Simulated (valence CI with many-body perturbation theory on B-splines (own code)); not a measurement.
## Rh XLI in three bases

Calculated by valence CI with perturbative core correlation (CI+MBPT): three valence electrons over a frozen Dirac-Fock core [He], radial functions for each j: 9 s, 9 p, 8 d, 6 f, 3 g, 1 h, with the one-electron correlation potential Σ1 (screened to all orders), the two-electron term Σ2, the three-electron term Σ3, Breit, model QED; selected single and double excitations, second order for the rest, scaled by the run's own slope (own B-spline code, finite nucleus).

The last digits are not significant, and no measured levels were compared; by estimate large intervals hold to a few tenths of a per cent, small ones and those within an open d or f shell to about a per cent.

The reference run has the lowest level (2s^2 2p1/2) J=1/2 and an ionisation energy of 6163.14 eV. Its largest variational space holds 10528 state functions.

Levels are named by their leading jj configuration (3d3/2^4 stands for four electrons in 3d with j = 3/2), which in mixed levels can hold well under half, so a name can repeat and another be missing. Letters in brackets count levels of one name in rising energy.

Changed runs:
A. basis 6 s, 6 p, 5 d, 3 f, 1 g
B. basis 5 s, 5 p, 4 d, 2 f

Excitation energies of the reference run in cm⁻¹, and shifts in cm⁻¹:

```
                     Level  Reference       A      B
        (2s 2p1/2^2) J=1/2     997100     -68   -171
        (2s^2 2p3/2) J=3/2    1301990    -2.9    -28
(2s 2p1/2 2p3/2) J=3/2 [a]    2008220    -154   -472
    (2s 2p1/2 2p3/2) J=5/2    2214660    -4.5    -80
(2s 2p1/2 2p3/2) J=3/2 [b]    2547280    +118   +364
    (2s 2p1/2 2p3/2) J=1/2    2577310     +70   +260
        (2s 2p3/2^2) J=5/2    3460970     -16    -84
     (2p1/2^2 2p3/2) J=3/2    3652660     +24   +124
        (2s 2p3/2^2) J=1/2    3938960     +95   +388
        (2s 2p3/2^2) J=3/2    3948320    +114   +371
     (2p1/2 2p3/2^2) J=3/2    4761400     -46   -134
     (2p1/2 2p3/2^2) J=5/2    4896010    +113   +300
    Ionisation energy (eV)    6163.14  -0.013  -0.06
```
